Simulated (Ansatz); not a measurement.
Ideal-gas functions of ClHInO, SMILES `[O][InH][Cl]` radical at 298.15 K and 1 bar, from an Ansatz frequency run at PBE0-D4/def2-TZVP.

Molar mass 167.28 g/mol, point group Cs (symmetry number 1), electronic degeneracy 2, moments of inertia 46.263, 175.521, 221.785 u Å². Harmonic wavenumbers (cm⁻¹, unscaled): 114, 360, 391, 431, 595, 1913.

Use S(trans) = R[1.5 ln M + 2.5 ln T − 1.1517]; rotational temperatures θ = 24.2544 K / I; S(rot) = R[ln(√π/σ · √(T³/θAθBθC)) + 1.5]; for each mode x = 1.438777 ν̃/T, S = R[x/(eˣ − 1) − ln(1 − e⁻ˣ)] and H = RT x/(eˣ − 1); 1 cm⁻¹ = 0.0119627 kJ/mol; R = 8.31446 J/(mol·K).

Task: By hand: the entropy, in J/(mol·K).

Result: Translation 172.7. Rotation: θ = 0.5243, 0.1382, 0.1094 K, giving 108.4. Vibration, mode by mode: 13.39, 4.69, 4.17, 3.58, 1.92, 0.01, in all 27.8. Electronic 5.8. Sum 314.7 J/(mol·K).

Task: By hand: H − E and G − E in kJ/mol, counted from the electronic energy.

Result: Zero-point energy ½ × 3804 × 0.0119627 = 22.8; thermal vibration 4.8; translation, rotation and pV give 4 RT = 9.9. H − E = 37.5 kJ/mol, and G − E = 37.5 − 298.15 × 314.7/1000 = -56.3 kJ/mol.

Vibration gives 9 % of the entropy, 13.4 J/(mol·K) of it from the mode under 150 cm⁻¹: soft modes count most, and the harmonic formula is weakest for them.
